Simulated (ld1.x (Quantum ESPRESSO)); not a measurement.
**Scattering properties, PAW potential for Sm (Z = 62)**

samarium (Sm), PAW, made with ld1.x (Quantum ESPRESSO) 7.5 (PBE, fully relativistic). Core [Kr] 4d10, reference 4f6 5s2 5p6 5d0 6s2 6p0. Waves: 5s (bound): rcut 1.80, rcutus 2.10 bohr; 6s (bound): rcut 1.80, rcutus 2.10 bohr; 5p (bound): rcut 2.20, rcutus 2.90 bohr; 6p (bound, empty): rcut 2.20, rcutus 2.90 bohr; 5d (bound, empty): rcut 3.35, rcutus 3.60 bohr; 5d channel at 4.5 Ry: rcut 3.35, rcutus 3.60 bohr; 4f (bound): rcut 1.25, rcutus 1.50 bohr; 4f channel at 2.35 Ry: rcut 1.25, rcutus 1.50 bohr. Local part: all-electron potential smoothed inside 2.35 bohr (lloc = -1). Core correction: Bessel-smoothed model core inside 1.15 bohr. Augmentation charge: PSQ, inside the norm-conserving radii.

Open shells are filled in proportion to 2j + 1 (rel_dist='average').

The phase is arctan(r·u′/u) with u = r·R(r), unwrapped; energies in Ry, scanned from -5 to 5 Ry. A pole is an energy at which the radial function vanishes at the test radius. The pseudo phase is shifted by a multiple of π to meet the all-electron one at the reference energy, and phase errors are pseudo minus all-electron; the curves can meet again beyond the range given. Levels narrower than the energy grid can be missing from the lists of poles.

| channel | radius (bohr) | reference energy (Ry) | poles, all-electron | poles, pseudo | unbroken range about the reference energy with phases within 0.05 rad | phase error 1 Ry above the reference energy (rad) |
| --- | --- | --- | --- | --- | --- | --- |
| p1/2 | 3.92 | -0.10 | -1.87, 1.34 | -1.87, -1.34, 1.15 | -1.2 to 1.4 | -0.034 |
| p3/2 | 3.92 | -0.08 | -1.60, 1.51 | -1.60, 1.38 | -2.0 to 2.0 | -0.018 |
| d3/2 | 3.92 | -0.13 | 0.14, 2.89 | 0.15, 2.96 | below 0.8 | +0.064 |
| d5/2 | 3.92 | -0.12 | 0.18, 2.94 | 0.18, 3.00 | below 0.9 | +0.051 |
| f5/2 | 3.92 | -0.20 | -0.19, 1.96 | -0.19, 1.96 | the whole range | +0.001 |
| f7/2 | 3.92 | -0.16 | -0.15, 1.97 | -0.15, 1.97 | the whole range | +0.001 |

The ghost test of this file was not conclusive.

Phases in the p3/2 channel:

```csv
E (Ry),all-electron,pseudo
-5.00,1.452,1.452
-4.74,1.448,1.449
-4.48,1.445,1.445
-4.22,1.440,1.441
-3.96,1.436,1.436
-3.70,1.430,1.431
-3.44,1.424,1.425
-3.18,1.417,1.418
-2.92,1.409,1.410
-2.66,1.399,1.401
-2.40,1.387,1.391
-2.14,1.369,1.405
-1.88,1.333,1.322
-1.62,-1.482,-1.483
-1.36,-1.773,-1.776
-1.10,-1.818,-1.821
-0.84,-1.866,-1.869
-0.58,-1.937,-1.939
-0.32,-2.065,-2.066
-0.06,-2.368,-2.368
0.20,-3.253,-3.264
0.46,-4.145,-4.164
0.72,-4.452,-4.470
0.98,-4.583,-4.602
1.24,-4.658,-4.680
1.50,-4.710,-4.737
1.76,-4.753,-4.789
2.02,-4.793,-4.846
2.28,-4.836,-4.924
2.54,-4.892,-5.064
2.80,-4.978,-5.444
3.06,-5.149,-6.671
3.32,-5.666,-7.386
3.58,-6.919,-7.591
3.84,-7.444,-7.682
4.10,-7.614,-7.734
4.36,-7.696,-7.769
4.62,-7.745,-7.795
4.88,-7.778,-7.815
```
